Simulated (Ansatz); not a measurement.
Geometry optimisation, RKS B3LYP/def2-SVP (Ansatz 0.2.0).

Input file:

```yaml
crystal:
  periodic: [false, false, false]
  atoms:
    - { symbol: Ga, position_ang: [0.031211, -0.2269, 0.145663] }
    - { symbol: H, position_ang: [0.618842, -0.576545, 1.532996] }
    - { symbol: O, position_ang: [1.720808, -0.020655, -0.381274] }
    - { symbol: H, position_ang: [2.268424, -0.326002, 0.352975] }
    - { symbol: "N", position_ang: [-1.458549, 0.081932, -0.815587] }
    - { symbol: H, position_ang: [-2.385382, -0.201543, -0.510807] }
    - { symbol: H, position_ang: [-1.433154, 0.317813, -1.805465] }
basis:
  gaussian: { orbitals: def2-SVP }
hamiltonian:
  xc: b3lyp
relax:
  f_tol: 0.03
  max_steps: 50
```

Command:

```bash
$ ansatz run input.yaml --threads 2 --pin off --max-ram 3072MiB --backend cpu --events-out ev --progress --plain --runs-dir out
```

Problem. Where does it end, and by what steps?

Solution. The run converged. After 6 steps the energy has fallen by 0.699 eV; H2 moved furthest, 0.66 Å.

```csv
step,energy less start (eV),largest force component (eV/Å),accepted
0,0.0000,1.488,yes
1,-0.3783,0.847,yes
2,-0.5723,0.434,yes
3,-0.6493,0.613,yes
4,-0.6778,0.748,yes
5,-0.6932,0.105,yes
6,-0.6991,0.024,yes
```

```xyz
7
Properties=species:S:1:pos:R:3
Ga 0.109 -0.275 0.301
H 0.027 -0.699 1.799
O 1.654 -0.002 -0.573
H 2.447 -0.144 -0.041
N -1.331 0.002 -0.761
H -2.295 -0.113 -0.474
H -1.248 0.280 -1.733
```

Run time: 11 s on 2 threads of Arm Neoverse V2, on a shared host, peak memory 0.15 GiB.
